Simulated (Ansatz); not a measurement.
Reaction (ligand exchange at a Ge–Cl bond): `[CH3][GeH2][Cl]` + H₂Se → `[CH3][GeH2][SeH]` + HCl

Gas-phase electronic energies from Ansatz, PBE0-D4/def2-TZVP geometries. CCSD(T)/CBS adds triple-zeta CCSD(T) − MP2 to the extrapolated MP2 energy (def2 sets, frozen cores). This one scheme is used for every species. For Ge, Se outer-core shells are correlated without core-valence functions, which leaves a few kJ/mol of doubt a bond. Scalar relativity is left out up to krypton. Each species was taken in one conformer, which may not be the lowest.

```tsv
species	CCSD(T)/CBS(def2) energy (Eh)
`[CH3][GeH2][Cl]`	-2576.99593
H₂Se	-2401.89790
`[CH3][GeH2][SeH]`	-4518.50643
HCl	-460.38127
```

**Question.** Work out ΔE.

**Answer.** ΔE = (-4518.50643) + (-460.38127) − (-2576.99593) − (-2401.89790) = 0.00613 Eh = +0.17 eV.

**Question.** What do rigid-rotor, harmonic-oscillator terms from PBE0-D4/def2-TZVP frequencies (298.15 K, 1 bar) make of the CCSD(T)/CBS value? (Best estimate.)

**Answer.** Ansatz gave: ΔZPE = 0.00 eV, ΔH = +0.18 eV, ΔS = -5 J/(mol·K), ΔG = +0.19 eV.

Largest T1 diagnostic among the species: 0.010.

At CCSD(T), def2-SVP lies +0.05 eV from the extrapolated value and def2-TZVPP +0.01 eV. Leaving LDA and LC-ωPBE aside and taking each functional with its dispersion term where it has one, the values, not all of them listed here, spread over 0.12 eV, from PBE-D4 to B97M-V.
